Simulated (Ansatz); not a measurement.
Relaxation of Cl$_{2}$H$_{4}$W (7 atoms, charge 0, multiplicity 1), to a largest force component of 0.03 eV/Å in at most 50 steps.

Level of theory: Ansatz, RKS PBE/def2-SVP.

```xyz
7
Properties=species:S:1:pos:R:3:forces:R:3
W -0.172 0.231 -0.691 0.08 -0.06 0.10
Cl 1.458 0.144 2.507 -0.08 -0.58 -0.56
H 1.320 -0.821 1.581 0.01 0.64 0.46
Cl -0.078 2.388 -0.148 0.00 0.01 0.00
H -1.469 -0.122 0.323 0.00 0.00 0.01
H 0.848 -1.015 -0.064 0.00 0.00 -0.02
H -0.685 -0.135 -2.286 0.00 0.00 0.00
```

Question: Where does it end, and by what steps?

Answer: The forces met the threshold. After 23 steps the energy has fallen by 3.350 eV; H3 moved furthest, 2.47 Å. Parted: Cl2–H3 (1.34 → 3.49 Å). Joined: W1–Cl2 (3.59 → 2.28 Å), W1–H3 (2.91 → 1.69 Å).

| step | energy less start (eV) | largest force component (eV/Å) | accepted |
| --- | --- | --- | --- |
| 0 | 0.0000 | 0.637 | yes |
| 1 | -0.0323 | 0.280 | yes |
| 2 | -0.0436 | 0.180 | yes |
| 3 | -0.0578 | 0.154 | yes |
| 4 | -0.0791 | 0.257 | yes |
| 5 | -0.1575 | 0.554 | yes |
| 6 | -0.3250 | 0.628 | yes |
| 7 | -0.6565 | 1.154 | yes |
| 8 | -1.1807 | 1.338 | yes |
| 9 | -1.6403 | 1.149 | yes |
| 10 | -1.9800 | 0.550 | yes |
| 11 | -2.1952 | 0.411 | yes |
| 12 | -2.3612 | 0.644 | yes |
| 13 | -2.6274 | 0.570 | yes |
| 14 | -2.8807 | 0.514 | yes |
| 15 | -3.0267 | 0.464 | yes |
| 16 | -3.0734 | 0.286 | yes |
| 17 | -3.1569 | 0.418 | yes |
| 18 | -3.2656 | 0.629 | yes |
| 19 | -3.3217 | 0.853 | yes |
| 20 | -3.3045 | 0.799 | no |
| 21 | -3.3486 | 0.149 | yes |
| 22 | -3.3499 | 0.042 | yes |
| 23 | -3.3502 | 0.013 | yes |

```xyz
7
Properties=species:S:1:pos:R:3
W 0.155 0.311 0.335
Cl 1.884 0.565 1.803
H -0.526 -1.193 -0.014
Cl -0.482 2.230 -0.725
H -1.183 -0.170 1.265
H 1.202 -0.897 -0.173
H 0.172 -0.177 -1.270
```

Whether the end is a true minimum wasn't checked by a vibrational analysis.

The run took 83 s on 1 thread of Arm Neoverse V2 (shared host), peak memory 0.13 GiB.
